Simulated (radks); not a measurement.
Problem. Radial electron density D(r) = 4 pi r^2 rho(r) of an atom or ion with 26 electrons. All-electron calculation, scalar-relativistic Kohn-Sham, LDA (Slater exchange, Perdew-Wang correlation), spin-polarised, spherical densities, finite nucleus; Fermi nuclear charge, rms radius of each element as measured or else 0.836 A^(1/3) + 0.57 fm. Program: a radial shooting solver on a logarithmic mesh with Libxc functionals.

r (bohr),D(r) (e/bohr),spin D(r)
0.001929,0.5647,0.00000232
0.002532,0.9337,0.00000380
0.003324,1.529,0.00000615
0.004363,2.471,0.00000972
0.005726,3.926,0.0000149
0.007516,6.104,0.0000214
0.009945,9.326,0.0000280
0.01305,13.55,0.0000279
0.01713,18.72,0.00000526
0.02249,24.26,-0.0000773
0.02952,28.97,-0.000290
0.03875,31.28,-0.000721
0.05086,30.19,-0.00131
0.06676,26.72,-0.00111
0.08763,24.40,0.00409
0.115,26.75,0.0281
0.1522,32.67,0.111
0.1998,34.58,0.325
0.2622,27.55,0.787
0.3442,16.99,1.58
0.4517,13.06,2.61
0.5929,15.74,3.44
0.7783,16.00,3.52
1.022,10.95,2.80
1.341,5.415,1.79
1.76,2.503,0.932
2.31,1.423,0.376
3.057,0.8311,0.0844
4.012,0.3783,-0.00857
5.266,0.1103,-0.0136
6.912,0.01781,-0.00388
9.073,0.001372,-0.000435

What is the nuclear charge?

Solution. Z = 26. The innermost maximum, from 1s, lies near gamma/Z bohr with gamma = sqrt(1 - (Z/c)^2) = 0.982, here 0.0378 bohr (found: 0.0407), and its height grows with Z. The density is that of neutral iron in [Ar] 3d6 4s2; the configuration itself is not fixed sharply by these data, and Z only to about a unit. D(r) has 3 maxima, at r = 0.0407, 0.186, 0.690 bohr, and minima at 0.0890, 0.441 bohr, inside which lie 2.11, 10.66 electrons.
